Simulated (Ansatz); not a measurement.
Species: AlH2F, charge 0, singlet. AlH2F (SMILES [F][AlH2]).
B3LYP-D3(BJ)/def2-TZVP minimum from Ansatz (a first-principles code):
```xyz
4

Al    -0.2391    -0.4810     0.1635
H      0.4988    -1.2982     1.2826
H     -1.5831    -0.8833    -0.5410
F      0.4658     0.9371    -0.3186
```

Total energies in cc-pV(Q+d)Z, 12 correlated electrons, 6 frozen orbitals. Radicals and triplets start from unrestricted determinants; spin-orbit coupling is neglected. Correlated methods leave the cores frozen. No relativity.

```csv
method,program,energy (Eh),minus CCSDT(Q) (mEh)
HF,Ansatz,-342.64738,392.45
MP2,Ansatz,-343.01745,22.37
CCSD,Ansatz,-343.02881,11.01
CCSD(T),Ansatz,-343.03926,0.57
CCSDT(Q),Ansatz,-343.03983,0.00
```

Rough core times of Ansatz's runs on a shared machine: CCSD(T) 30 s, CCSDT(Q) 30 min.
